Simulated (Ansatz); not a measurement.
BiH₂Cl. The state is a singlet with charge 0. Geometry PBE0-D4/def2-TZVP; atoms count from 1.

```tsv
atom	x (Å)	y (Å)	z (Å)
Bi1	-0.737	0.295	-0.274
H2	0.249	1.298	0.836
H3	0.648	0.211	-1.407
Cl4	-0.161	-1.804	0.845
```

In the def2 sets Bi takes a core potential; there is no spin–orbit coupling.

Estimate the Mulliken populations from the PBE0/def2-TZVP orbitals of Ansatz.


```json
{"atom": "Bi1", "charge (e)": "0.46"}
{"atom": "H2", "charge (e)": "-0.03"}
{"atom": "H3", "charge (e)": "-0.03"}
{"atom": "Cl4", "charge (e)": "-0.39"}
```
Mulliken values and Mayer orders depend strongly on the basis.

And the Mayer bond orders between bonded heavy atoms (over 0.3)?

Bi1–Cl4 0.94 (2.45 Å).
